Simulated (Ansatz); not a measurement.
Born–Oppenheimer molecular dynamics of BClH4NO (8 atoms, charge 0, multiplicity 2). It starts at the highest image of a converged band, a first-order saddle point between two minima.

Method: Ansatz, UKS B3LYP/def2-SVP.

- ensemble: NVE (velocity Verlet)
- time step: 0.5 fs
- steps asked: 200
- starting velocities drawn for: 300 K
- seed: 2958

Frames 0.5 fs apart, positions in Å, forces in eV/Å.

Velocities at 65 fs (Å/ps):

```
B -2.27 6.90 3.30
H -0.86 -3.04 -5.84
Cl 1.51 -0.95 -2.31
N -0.17 -1.73 -0.84
H 0.46 -4.01 -17.26
H 1.98 8.04 8.74
O -2.03 -1.54 4.17
H 4.38 6.91 5.56
```

```xyz
8
Properties=species:S:1:pos:R:3:forces:R:3 time_fs=65 energy_less_start_eV=0.128 T=136
B 0.089 0.203 -0.068 -0.13 0.37 0.91
H 0.259 0.504 1.093 -0.29 -0.24 0.14
Cl 1.525 -0.083 -0.983 1.17 -0.15 -0.81
N -1.146 0.157 -0.664 -1.02 0.13 0.28
H -2.013 0.199 -0.132 0.21 0.18 -0.01
H -1.289 0.185 -1.660 0.04 -0.30 -0.39
O -0.734 -0.382 2.877 -0.54 0.44 -0.09
H 0.036 -0.961 2.811 0.56 -0.42 -0.04
8
Properties=species:S:1:pos:R:3:forces:R:3 time_fs=65.5 energy_less_start_eV=0.127 T=137
B 0.088 0.207 -0.066 -0.09 0.29 0.74
H 0.258 0.502 1.090 -0.28 -0.20 0.25
Cl 1.526 -0.084 -0.984 1.10 -0.13 -0.75
N -1.146 0.156 -0.665 -0.83 0.13 0.35
H -2.012 0.198 -0.141 0.03 0.19 0.14
H -1.288 0.189 -1.656 0.04 -0.31 -0.60
O -0.735 -0.383 2.880 -0.51 0.41 -0.09
H 0.039 -0.958 2.814 0.53 -0.39 -0.03
8
Properties=species:S:1:pos:R:3:forces:R:3 time_fs=66 energy_less_start_eV=0.126 T=138
B 0.087 0.210 -0.064 -0.05 0.21 0.57
H 0.256 0.499 1.088 -0.26 -0.15 0.35
Cl 1.526 -0.084 -0.985 1.02 -0.10 -0.70
N -1.146 0.155 -0.665 -0.63 0.13 0.37
H -2.012 0.196 -0.149 -0.15 0.20 0.28
H -1.287 0.192 -1.654 0.04 -0.30 -0.75
O -0.736 -0.384 2.882 -0.40 0.33 -0.09
H 0.043 -0.956 2.817 0.42 -0.31 -0.02
8
Properties=species:S:1:pos:R:3:forces:R:3 time_fs=66.5 energy_less_start_eV=0.124 T=140
B 0.086 0.214 -0.062 -0.01 0.13 0.40
H 0.254 0.497 1.086 -0.24 -0.11 0.45
Cl 1.528 -0.085 -0.987 0.94 -0.07 -0.64
N -1.147 0.154 -0.665 -0.45 0.14 0.31
H -2.011 0.195 -0.157 -0.32 0.21 0.41
H -1.286 0.194 -1.653 0.06 -0.31 -0.81
O -0.737 -0.384 2.884 -0.24 0.21 -0.11
H 0.048 -0.955 2.819 0.27 -0.19 -0.01
8
Properties=species:S:1:pos:R:3:forces:R:3 time_fs=67 energy_less_start_eV=0.122 T=143
B 0.084 0.217 -0.060 0.02 0.05 0.24
H 0.252 0.494 1.086 -0.22 -0.08 0.53
Cl 1.528 -0.085 -0.988 0.86 -0.04 -0.58
N -1.147 0.153 -0.666 -0.31 0.15 0.19
H -2.012 0.195 -0.164 -0.45 0.21 0.50
H -1.285 0.196 -1.654 0.08 -0.31 -0.77
O -0.738 -0.385 2.886 -0.05 0.07 -0.12
H 0.054 -0.954 2.822 0.08 -0.06 0.01
8
Properties=species:S:1:pos:R:3:forces:R:3 time_fs=67.5 energy_less_start_eV=0.119 T=147
B 0.083 0.221 -0.057 0.05 -0.03 0.11
H 0.248 0.491 1.087 -0.20 -0.05 0.59
Cl 1.530 -0.086 -0.989 0.78 -0.01 -0.52
N -1.148 0.153 -0.666 -0.24 0.17 0.03
H -2.014 0.195 -0.169 -0.52 0.21 0.55
H -1.283 0.196 -1.657 0.11 -0.31 -0.64
O -0.739 -0.385 2.888 0.14 -0.07 -0.13
H 0.060 -0.954 2.825 -0.12 0.08 0.02
8
Properties=species:S:1:pos:R:3:forces:R:3 time_fs=68 energy_less_start_eV=0.115 T=152
B 0.082 0.225 -0.055 0.07 -0.10 -0.01
H 0.245 0.488 1.090 -0.18 -0.02 0.61
Cl 1.531 -0.086 -0.991 0.69 0.02 -0.45
N -1.148 0.152 -0.666 -0.23 0.20 -0.16
H -2.017 0.196 -0.173 -0.51 0.21 0.55
H -1.281 0.196 -1.662 0.14 -0.32 -0.45
O -0.741 -0.386 2.890 0.32 -0.19 -0.14
H 0.066 -0.953 2.827 -0.30 0.20 0.04
8
Properties=species:S:1:pos:R:3:forces:R:3 time_fs=68.5 energy_less_start_eV=0.110 T=159
B 0.081 0.228 -0.053 0.10 -0.16 -0.09
H 0.241 0.484 1.093 -0.17 0.00 0.60
Cl 1.532 -0.087 -0.992 0.61 0.05 -0.38
N -1.149 0.151 -0.666 -0.29 0.23 -0.33
H -2.021 0.197 -0.176 -0.44 0.20 0.51
H -1.279 0.196 -1.668 0.17 -0.33 -0.21
O -0.742 -0.387 2.892 0.46 -0.29 -0.15
H 0.071 -0.951 2.830 -0.44 0.30 0.05
8
Properties=species:S:1:pos:R:3:forces:R:3 time_fs=69 energy_less_start_eV=0.105 T=165
B 0.080 0.232 -0.051 0.12 -0.22 -0.13
H 0.236 0.481 1.099 -0.16 0.01 0.56
Cl 1.533 -0.087 -0.994 0.53 0.08 -0.32
N -1.150 0.151 -0.667 -0.40 0.26 -0.47
H -2.026 0.199 -0.178 -0.30 0.19 0.42
H -1.277 0.194 -1.674 0.19 -0.33 0.04
O -0.743 -0.387 2.894 0.55 -0.34 -0.16
H 0.074 -0.949 2.833 -0.53 0.35 0.06
8
Properties=species:S:1:pos:R:3:forces:R:3 time_fs=69.5 energy_less_start_eV=0.100 T=172
B 0.079 0.235 -0.049 0.14 -0.27 -0.15
H 0.232 0.478 1.105 -0.15 0.02 0.49
Cl 1.534 -0.088 -0.995 0.45 0.11 -0.25
N -1.151 0.150 -0.667 -0.54 0.29 -0.57
H -2.032 0.201 -0.178 -0.12 0.18 0.31
H -1.274 0.192 -1.680 0.20 -0.33 0.28
O -0.744 -0.388 2.896 0.59 -0.36 -0.16
H 0.077 -0.947 2.836 -0.57 0.37 0.06
8
Properties=species:S:1:pos:R:3:forces:R:3 time_fs=70 energy_less_start_eV=0.095 T=178
B 0.077 0.239 -0.046 0.15 -0.32 -0.15
H 0.226 0.475 1.113 -0.14 0.02 0.39
Cl 1.536 -0.088 -0.997 0.37 0.14 -0.18
N -1.151 0.149 -0.667 -0.69 0.33 -0.61
H -2.038 0.203 -0.178 0.08 0.16 0.18
H -1.270 0.188 -1.686 0.20 -0.33 0.47
O -0.745 -0.389 2.898 0.56 -0.34 -0.16
H 0.078 -0.943 2.839 -0.54 0.35 0.06
8
Properties=species:S:1:pos:R:3:forces:R:3 time_fs=70.5 energy_less_start_eV=0.091 T=183
B 0.076 0.242 -0.044 0.16 -0.36 -0.12
H 0.221 0.471 1.122 -0.14 0.02 0.26
Cl 1.537 -0.089 -0.998 0.29 0.16 -0.11
N -1.152 0.149 -0.668 -0.80 0.36 -0.59
H -2.044 0.206 -0.178 0.28 0.14 0.06
H -1.266 0.184 -1.690 0.19 -0.32 0.60
O -0.746 -0.389 2.899 0.48 -0.28 -0.15
H 0.078 -0.938 2.842 -0.46 0.29 0.05
```

Of the whole run (100 fs, mean temperature of the second half 161 K): The conserved energy stayed within 0.082 meV per atom of its start (net change 0.07 meV per atom), so the integration is sound. A run of 0.1 ps of so small a system gives no equilibrium averages.

The run took 13 min on 2 threads of Arm Neoverse V1, with other jobs on the host, peak memory 0.21 GiB.
